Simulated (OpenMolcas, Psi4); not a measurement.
## A ladder of methods for C2H4ClSi (SMILES C=C[SiH]Cl)

The species is C2H4ClSi (8 atoms), meant as a doublet with charge 0. As SMILES, `C=C[SiH]Cl`. The coordinates come from a PBE0-D4/def2-TZVP relaxation.

| atom | x (Å) | y (Å) | z (Å) |
| --- | --- | --- | --- |
| C | 0.6470 | 1.0270 | -0.6597 |
| C | 0.6285 | -0.0667 | 0.1054 |
| Si | -0.9036 | -0.6426 | 0.9471 |
| Cl | -1.0316 | -2.6979 | 0.9413 |
| H | -0.2569 | 1.5882 | -0.8806 |
| H | 1.5639 | 1.4049 | -1.1025 |
| H | 1.5613 | -0.5910 | 0.3016 |
| H | -2.1163 | -0.0791 | 0.2915 |

Quantity: the vertical energy of the quartet above the doublet, in eV. The values are calculated.

```json
{"level": "USVWN5/def2-SVP", "kind": "LDA", "program": "OpenMolcas", "value (eV)": "4.93", "less CCSD(T)/def2-SVP": "+0.23", "CPU time (all runs)": "56 s"}
{"level": "U-revPBE/def2-SVP", "kind": "GGA", "program": "OpenMolcas", "value (eV)": "4.58", "less CCSD(T)/def2-SVP": "-0.12", "CPU time (all runs)": "86 s"}
{"level": "UBLYP/def2-SVP", "kind": "GGA", "program": "OpenMolcas", "value (eV)": "4.71", "less CCSD(T)/def2-SVP": "+0.01", "CPU time (all runs)": "86 s"}
{"level": "UPBE/def2-SVP", "kind": "GGA", "program": "OpenMolcas", "value (eV)": "4.63", "less CCSD(T)/def2-SVP": "-0.07", "CPU time (all runs)": "94 s"}
{"level": "U-r2SCAN/def2-SVP", "kind": "meta-GGA", "program": "OpenMolcas", "value (eV)": "4.32", "less CCSD(T)/def2-SVP": "-0.38", "CPU time (all runs)": "2 min"}
{"level": "UTPSS/def2-SVP", "kind": "meta-GGA", "program": "OpenMolcas", "value (eV)": "4.51", "less CCSD(T)/def2-SVP": "-0.19", "CPU time (all runs)": "2.2 min"}
{"level": "ROCCSD(T)/def2-SVP", "kind": "coupled cluster or CI", "program": "OpenMolcas", "value (eV)": "4.70", "less CCSD(T)/def2-SVP": "0.00", "CPU time (all runs)": "90 s"}
{"level": "UCCSD(T)/def2-SVP", "kind": "coupled cluster or CI", "program": "Psi4", "value (eV)": "4.69", "less CCSD(T)/def2-SVP": "-0.01", "CPU time (all runs)": "2.1 min"}
```

Differences are taken from ROCCSD(T)/def2-SVP for orientation; it has basis-set and higher-order errors of its own. The values span 4.32 to 4.93 eV. Spin contamination of the reference (⟨S²⟩ at least 0.1 too high) touches UCCSD(T)/def2-SVP. CPU times are rough (shared hosts, several kinds of processor): they show what a rung costs within a factor of a few.
